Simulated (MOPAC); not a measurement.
Input for MOPAC: PM3 on CH3N (SMILES C=N), a point of a bond scan (R = 1.516 Å).

```
PM3 1SCF PRECISE CHARGE=0 THREADS=1
CH3N

C     -0.55740008 1     0.17855308 1     0.01045098 1
N      0.83511389 1    -0.41961464 1    -0.01650239 1
H     -1.41804796 1    -0.49076045 1     0.02134142 1
H     -0.77858901 1     1.25082695 1     0.02015765 1
H      1.55192545 1     0.30836051 1    -0.02462609 1
```

It printed:

```
*******************************************************************************
 **                                                                           **
 **                              MOPAC v23.2.5                                **
 **                                                                           **
 *******************************************************************************
 ** MOPAC's Digital Object Identifier: https://doi.org/10.5281/zenodo.6511958 **
 **                                                                           **
 ** Please cite the open-source release paper for use of this MOPAC version:  **
 ** J. E. Moussa and J. J. P. Stewart (2026)                                  **
 ** MOPAC: An open-source semiempirical molecular orbital program             **
 ** J. Open Source Softw., 11(119), 8025, https://doi.org/10.21105/joss.08025 **
 *******************************************************************************

                              PM3 CALCULATION RESULTS

 *******************************************************************************
 *  PM3        - The PM3 Hamiltonian to be used
 *
 *
 *
 *                 CHARGE ON SYSTEM = 0
 *
 *
 *
 *  PRECISE    - TIGHTER CRITERIA TO BE USED
 *  1SCF       - DO 1 SCF AND THEN STOP
 *  THREADS=1  - MULTI-THREADING NOT USED
 *  T=         - A TIME OF 172800.0 SECONDS REQUESTED
 *  DUMP=N     - RESTART FILE WRITTEN EVERY 7200.0 SECONDS REQUESTED
 *******************************************************************************
PM3 1SCF PRECISE CHARGE=0 THREADS=1
 CH3N

   ATOM   CHEMICAL          X               Y               Z
  NUMBER   SYMBOL      (ANGSTROMS)     (ANGSTROMS)     (ANGSTROMS)

     1       C         -0.55740008  *   0.17855308  *   0.01045098  *
     2       N          0.83511389  *  -0.41961464  *  -0.01650239  *
     3       H         -1.41804796  *  -0.49076045  *   0.02134142  *
     4       H         -0.77858901  *   1.25082695  *   0.02015765  *
     5       H          1.55192545  *   0.30836051  *  -0.02462609  *



          CARTESIAN COORDINATES

    NO.       ATOM           X           Y           Z

     1         C         -0.5574      0.1786      0.0105
     2         N          0.8351     -0.4196     -0.0165
     3         H         -1.4180     -0.4908      0.0213
     4         H         -0.7786      1.2508      0.0202
     5         H          1.5519      0.3084     -0.0246

  H: (PM3): J. J. P. STEWART, J. COMP. CHEM. 10, 209 (1989).
  C: (PM3): J. J. P. STEWART, J. COMP. CHEM. 10, 209 (1989).
  N: (PM3): J. J. P. STEWART, J. COMP. CHEM. 10, 209 (1989).

           Empirical Formula: C H3 N  =     5 atoms



      MOLECULAR POINT GROUP   :   Cs


      RHF CALCULATION, NO. OF DOUBLY OCCUPIED LEVELS = 6


 -------------------------------------------------------------------------------
 PM3 1SCF PRECISE CHARGE=0 THREADS=1
 CH3N



     1SCF WAS SPECIFIED, SO BFGS WAS NOT USED
     SCF FIELD WAS ACHIEVED


                              PM3 CALCULATION
                                                       MOPAC v23.2.5 Linux




          FINAL HEAT OF FORMATION =         58.47732 KCAL/MOL =     244.66910 KJ/MOL


          COSMO AREA              =         68.71 SQUARE ANGSTROMS
          COSMO VOLUME            =         49.98 CUBIC ANGSTROMS

          IONIZATION POTENTIAL    =         10.268545 EV
          HOMO LUMO ENERGIES (EV) =        -10.269 -0.325
          NO. OF FILLED LEVELS    =          6
          MOLECULAR WEIGHT        =         29.0414         POINT GROUP:  Cs

          MOLECULAR DIMENSIONS (Angstroms)

            Atom       Atom       Distance
            H     5    H     3     3.07595
            H     4    N     2     2.03245
            C     1    H     5     0.00000


          SCF CALCULATIONS        =          1





   ATOM   CHEMICAL          X               Y               Z
  NUMBER   SYMBOL      (ANGSTROMS)     (ANGSTROMS)     (ANGSTROMS)

     1       C         -0.55740008  *   0.17855308  *   0.01045098  *
     2       N          0.83511389  *  -0.41961464  *  -0.01650239  *
     3       H         -1.41804796  *  -0.49076045  *   0.02134142  *
     4       H         -0.77858901  *   1.25082695  *   0.02015765  *
     5       H          1.55192545  *   0.30836051  *  -0.02462609  *

                             CARTESIAN COORDINATES

   1    C       -0.557400080     0.178553080     0.010450980
   2    N        0.835113890    -0.419614640    -0.016502390
   3    H       -1.418047960    -0.490760450     0.021341420
   4    H       -0.778589010     1.250826950     0.020157650
   5    H        1.551925450     0.308360510    -0.024626090


           Empirical Formula: C H3 N  =     5 atoms



      MOLECULAR POINT GROUP   :   Cs


                  EIGENVALUES
 -29.52359 -21.29343 -15.84334 -14.25590 -10.49770 -10.26854  -0.32543   2.61257
   3.68192   4.30772   5.23091


              NET ATOMIC CHARGES AND DIPOLE CONTRIBUTIONS

  ATOM NO.   TYPE          CHARGE      No. of ELECS.   s-Pop       p-Pop
    1          C          -0.076141        4.0761     1.25679     2.81935
    2          N          -0.139261        5.1393     1.67611     3.46315
    3          H           0.087038        0.9130     0.91296
    4          H           0.070466        0.9295     0.92953
    5          H           0.057899        0.9421     0.94210
 DIPOLE           X         Y         Z       TOTAL
 POINT-CHG.    -0.780     0.519     0.016     0.937
 HYBRID        -0.205     1.440     0.011     1.454
 SUM           -0.985     1.959     0.028     2.193


          ATOMIC ORBITAL ELECTRON POPULATIONS

     Atom    s        px        py        pz
    1  C   1.25679   0.95961   0.97115   0.88859
    2  N   1.67611   0.97090   1.38085   1.11140
    3  H   0.91296
    4  H   0.92953
    5  H   0.94210

 **********************
 *                    *
 * JOB ENDED NORMALLY *
 *                    *
 **********************




 == MOPAC DONE ==
```

The run finished.

Cost: very roughly 0.020 core-seconds.
